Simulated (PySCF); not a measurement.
CH$_{3}$ClGa (SMILES [CH3][Ga+][Cl]), charge +1, singlet, at a GFN2-xTB geometry (such geometries of metal compounds can be far from the true shape); PBE0/6-31G** in PySCF.

Input for PySCF:
```python
from pyscf import gto, scf, dft

mol = gto.M(
    atom='''
Ga   -0.02949605    0.21092034   -0.17180108
C    -0.25182895    1.80077869   -1.46678940
H    -1.09263920    2.40726386   -1.11189005
H    -0.45232670    1.39490913   -2.46469233
H     0.68104669    2.37554123   -1.45535510
Cl    0.19348649   -1.38358335    1.12697102
''',
    basis='6-31g**',
    charge=1,
    verbose=3,
)

mf = dft.RKS(mol)
mf.xc = 'pbe0'
mf.kernel()
mf.analyze()
```

It wrote (shortened):

```
converged SCF energy = -2423.97946830728
**** MO energy ****
MO #1   energy= -373.203135802363  occ= 2
MO #2   energy= -101.922071172552  occ= 2
MO #3   energy= -46.3776244893936  occ= 2
MO #4   energy= -41.0941873102273  occ= 2
MO #5   energy= -41.094187168818   occ= 2
MO #6   energy= -41.090644850942   occ= 2
MO #7   energy= -10.4790158811513  occ= 2
MO #8   energy= -9.75217866887485  occ= 2
MO #9   energy= -7.48558179091448  occ= 2
MO #10  energy= -7.47847936384989  occ= 2
MO #11  energy= -7.4784768653521   occ= 2
MO #12  energy= -5.880909486103    occ= 2
MO #13  energy= -4.148614677846    occ= 2
MO #14  energy= -4.14861435629809  occ= 2
MO #15  energy= -4.13968036257316  occ= 2
MO #16  energy= -1.16319023460397  occ= 2
MO #17  energy= -1.15460680649717  occ= 2
MO #18  energy= -1.15460469210684  occ= 2
MO #19  energy= -1.14877464641458  occ= 2
MO #20  energy= -1.1487713377675   occ= 2
MO #21  energy= -1.04858667267592  occ= 2
MO #22  energy= -0.934259937624499 occ= 2
MO #23  energy= -0.677867432726599 occ= 2
MO #24  energy= -0.642215777708759 occ= 2
MO #25  energy= -0.642215574912918 occ= 2
MO #26  energy= -0.574362169151694 occ= 2
MO #27  energy= -0.559790445944565 occ= 2
MO #28  energy= -0.559790379928395 occ= 2
MO #29  energy= -0.28925370668059  occ= 0
MO #30  energy= -0.263898489782886 occ= 0
MO #31  energy= -0.263898281337492 occ= 0
MO #32  energy= -0.113889191951349 occ= 0
MO #33  energy= -0.0892578762508935 occ= 0
MO #34  energy= -0.0509481976905679 occ= 0
MO #35  energy= -0.0509480128785233 occ= 0
MO #36  energy= -0.000758116297891926 occ= 0
 ** Mulliken atomic charges  **
charge of    0Ga =      0.84093
charge of    1C =     -0.39363
charge of    2H =      0.18783
charge of    3H =      0.18783
charge of    4H =      0.18783
charge of    5Cl =     -0.01078

WARN: System has nonzero charge 1; the dipole moment is origin-dependent.
Location of origin: [0. 0. 0.]

Dipole moment(X, Y, Z, Debye): -0.41976,  3.00158, -2.44488
```
